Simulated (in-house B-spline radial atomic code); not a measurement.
Successive ionisation energies of rhenium; each step leads to the configuration of the next row (after the last: [Kr] 4d10 4f5/2(6) 4f7/2(6) 5s2). Dirac energy differences include first-order Breit, QED and recoil terms. NIST's values go from ground level to ground level; the uncertainty of those that are theory runs from under 0.1 % in few-electron ions to several per cent in heavy many-electron ones. Computed with a radial B-spline atomic code at the basis-set limit: Dirac-Hartree-Fock, jj configuration that fills j = l - 1/2 first, finite nuclei.

Some pairs differ by more than the removed electron.

A number in brackets counts the electrons of a j subshell.

```tsv
ion	configuration	ionisation energy (eV)	tabulated value (eV)	tabulated kind	computed minus tabulated (eV)	highest orbital	largest mean radius (bohr)
Re5+	[Xe] 4f14 5d3/2(2)	66.5	67	tabulated theory	-0.5	5d3/2	1.5147
Re6+	[Xe] 4f14 5d3/2(1)	81.6	82.71	semi-empirical	-1.1	5d3/2	1.4634
Re7+	[Xe] 4f14	143.0	144.4	semi-empirical	-1.4	5p3/2	1.1713
Re8+	[Kr] 4d10 4f14 5s2 5p1/2(2) 5p3/2(3)	162.0	165	tabulated theory	-3.0	5p3/2	1.1516
Re9+	[Kr] 4d10 4f14 5s2 5p1/2(2) 5p3/2(2)	181.5	187	tabulated theory	-5.5	5p3/2	1.1335
Re10+	[Kr] 4d10 4f14 5s2 5p1/2(2) 5p3/2(1)	?	?	tabulated theory	?	?	?
Re11+	[Kr] 4d10 4f14 5s2 5p1/2(2)	?	?	tabulated theory	?	?	?
Re12+	[Kr] 4d10 4f5/2(6) 4f7/2(7) 5s2 5p1/2(2)	251.2	268	tabulated theory	-16.8	5p1/2	1.0153
Re13+	[Kr] 4d10 4f14 5s2	?	?	tabulated theory	?	?	?
Re14+	[Kr] 4d10 4f5/2(6) 4f7/2(7) 5s2	328.2	330	tabulated theory	-1.8	4f7/2	0.94334
```

Problem. Fill in the row of Re10+.

Solution. ionisation energy (eV): 201.4; tabulated value (eV): 208; computed minus tabulated (eV): -6.6; highest orbital: 5p3/2; largest mean radius (bohr): 1.1165.

Problem. Fill in the row of Re11+.

Solution. ionisation energy (eV): 240.8; tabulated value (eV): 236; computed minus tabulated (eV): 4.8; highest orbital: 5p1/2; largest mean radius (bohr): 1.039.

Problem. Fill in the row of Re13+.

Solution. ionisation energy (eV): 292.1; tabulated value (eV): 291; computed minus tabulated (eV): 1.1; highest orbital: 4f7/2; largest mean radius (bohr): 0.96042.

Problem. Where is the largest jump?

Solution. From Re6+ to Re7+, by a factor of 1.75 (81.561 to 142.98 eV); the highest orbital goes from 5d3/2 to 5p3/2.
